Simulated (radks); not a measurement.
Exchange energies: the exact (Fock) value of the Kohn-Sham orbitals and density-functional approximations, as 100 (|E| - |E exact|)/|E exact|, negative where the magnitude is too small. Species: Ar [Ar]; Cu [Ar] 3d10 4s1; Ne [Ne]; Nb40+ 1s1; Rb [Kr] 5s1. Calculated with a radial shooting solver on a logarithmic mesh with Libxc functionals: non-relativistic Kohn-Sham, LDA (Slater exchange, Perdew-Wang correlation), spin-polarised, spherical densities, point nucleus. Every spin shell is full or empty, so the densities are truly spherical. Functionals are evaluated on that one density, not self-consistently.

functional	Ar	Cu	Ne	Nb40+	Rb
exact (hartree)	-30.0926	-65.4876	-12.0082	-12.7951	-97.7368
LDA	-7.58	-5.60	-8.67	-14.22	-5.46
RPBE	-0.03	+0.39	+0.64	-0.41	-0.16
PW91	-0.10	+0.52	+0.29	-1.79	+0.03
PW86	+0.45	+0.69	+1.17	-0.36	+0.03
B86b	+0.08	+0.60	+0.58	-1.14	+0.07
EV93	+0.97	+0.72	+2.44	+3.70	-0.05
r2SCAN	+0.04	+0.35	+0.43	0.00	-0.02
Tao-Mo	-0.19	-0.10	+0.56	+0.01	-0.67
